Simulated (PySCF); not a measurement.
From one molecule to another.

First species: Ethyl methyl sulfide, C3H8S.
InChI=1S/C3H8S/c1-3-4-2/h3H2,1-2H3

Second species: C6H13As.
Z-matrix (Å and degrees, PBE0-D3(BJ)/def2-SVP geometry), rows numbered from 1:
```
C 
C   1  1.5199
C   2  1.5292  1  113.15
C   3  1.4941  2  113.16  1   178.57
C   4  1.3380  3  125.40  2   118.02
C   5  1.4886  4  125.05  3  -177.57
As  6  1.9964  5  110.16  4   109.87
H   1  1.1021  2  111.28  3   -59.83
H   1  1.1006  2  111.61  3   179.94
H   1  1.1019  2  111.26  3    59.75
H   2  1.1035  1  110.06  3  -121.91
H   2  1.1044  1  109.76  3   122.13
H   3  1.1064  2  108.49  1    56.89
H   3  1.1035  2  109.62  1   -58.65
H   4  1.0994  3  116.23  2   -60.71
H   5  1.0987  4  118.46  3     0.51
H   6  1.0987  5  111.68  4   -12.56
H   6  1.1022  5  111.22  4  -133.64
H   7  1.5255  6   94.76  5   -77.21
H   7  1.5283  6   95.41  5  -170.01
```

Levels: PBE0/def2-SVPD for dipole moment, HOMO energy, LUMO energy, HOMO–LUMO gap, static isotropic polarisability and electronic spatial extent ⟨r²⟩ about the centre of nuclear charge; TDDFT PBE0/def2-SVPD for lowest singlet excitation; TDA PBE0/def2-SVPD for lowest triplet excitation (Tamm–Dancoff); ΔSCF PBE0/def2-SVPD for vertical ionisation energy; PBE0-D3(BJ)/def2-SVP for rotational constant A and rotational constant C. Geometries: PBE0-D3(BJ)/def2-SVP. All species are isolated and taken at one optimised geometry, non-relativistic unless stated. Electronic properties by PySCF.

The conformers computed, where there is a choice (atom-mapped SMILES and torsion angles):
- `[CH3:1][CH2:2][S:3][CH3:4]`: C1–C2–S3–C4 -70°
- `[CH3:1][CH2:2][CH2:3]/[CH:4]=[CH:5]/[CH2:6][AsH2:7]`: C1–C2–C3–C4 179°, C2–C3–C4–C5 118°, C4–C5–C6–As7 110°, H–As7–C6–C5 -77°, H–As7–C6–C5 -170°

| property | column X | column Y |
| --- | --- | --- |
| dipole moment | 1.73 D | 0.95 D |
| HOMO energy | -6.29 eV | -6.77 eV |
| LUMO energy | 0.64 eV | 0.01 eV |
| HOMO–LUMO gap | 6.93 eV | 6.78 eV |
| lowest singlet excitation | 5.48 eV | 5.92 eV |
| lowest triplet excitation (Tamm–Dancoff) | 5.04 eV | 4.08 eV |
| static isotropic polarisability | 60.8 au | 111.9 au |
| vertical ionisation energy | 8.50 eV | 8.49 eV |
| electronic spatial extent ⟨r²⟩ about the centre of nuclear charge | 455 bohr² | 2388 bohr² |
| rotational constant A | 9.708 GHz | 4.490 GHz |
| rotational constant C | 3.184 GHz | 0.447 GHz |

(1) Which column belongs to which species?

(2) How does each property change from the first species to the second?

## Answers

(1) Column X is the first species and column Y the second. The first has 12 atoms and 42 electrons, the second 20 and 82.

(2) dipole moment -0.78 D; HOMO energy -0.48 eV; LUMO energy -0.63 eV; HOMO–LUMO gap -0.15 eV; lowest singlet excitation +0.44 eV; lowest triplet excitation (Tamm–Dancoff) -0.96 eV; static isotropic polarisability +51.1 au; vertical ionisation energy -0.01 eV; electronic spatial extent ⟨r²⟩ about the centre of nuclear charge +1933 bohr²; rotational constant A -5.218 GHz; rotational constant C -2.737 GHz.

On the first: The ΔSCF ionisation energy exceeds −ε(HOMO) by 2.21 eV with PBE0. The dipole matches unit charges of opposite sign 0.36 Å apart (1 e·Å = 4.8032 D).

On the second: The polarisability is 16.58 Å³ as a volume (1 au = 0.148185 Å³), or 1.36 au for each of the 82 electrons. The principal polarisabilities are 92.5, 96.4 and 146.6 au; their mean is the isotropic value. Relativistic effects, spin–orbit coupling among them, are left out although an element past zinc is present.
